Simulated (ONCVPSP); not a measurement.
# Co: ONCV pseudisation with PBE, scalar-relativistic reference atom.

- Element: Co
- Generator: ONCVPSP 4.0.1
- Type: optimised norm-conserving Vanderbilt (ONCV)
- Functional: PBE
- Relativity: scalar-relativistic
- Frozen core: [Ar]
- Valence charge: 9
- Reference configuration: 3d7 4s1.5 (charge +0.5)
- Partial waves: 4s: rc 2.30 bohr, ncon 3, nbas 6, qcut 2.4 1/bohr, 3 projectors, debl 2.7 Ha; p scattering state at 0.33 Ha: rc 2.40 bohr, ncon 4, nbas 7, qcut 2.8 1/bohr, 2 projectors, debl 1.9 Ha; 3d: rc 1.40 bohr, ncon 4, nbas 8, qcut 9 1/bohr, 2 projectors, debl 2.8 Ha
- Local potential: polynomial inside 1.20 bohr (lpopt 5, dvloc0 4 Ha)
- Core correction: Teter function, fcfact 3.75, rcfact 1.1

In the p channel the program set the typed energies aside and used 0.050, 1.950 Ha.

- Cutoffs needed: 41 Ha and 114 Ha (the cutoffs (Ha) at which the residual kinetic energy of the hardest occupied pseudo-wave falls to 1 and 0.1 mHa per electron)
- Ghost test: no bound ghost flagged; GHOST(+) flagged for s at 190.9 eV
- Largest excitation error: +57 meV (all-electron minus pseudo) for 3d7 4s0, out of 4 test configurations
- rms error of d²Exc/dni dnj: 10.12 mHa without and 6.55 mHa with the model core
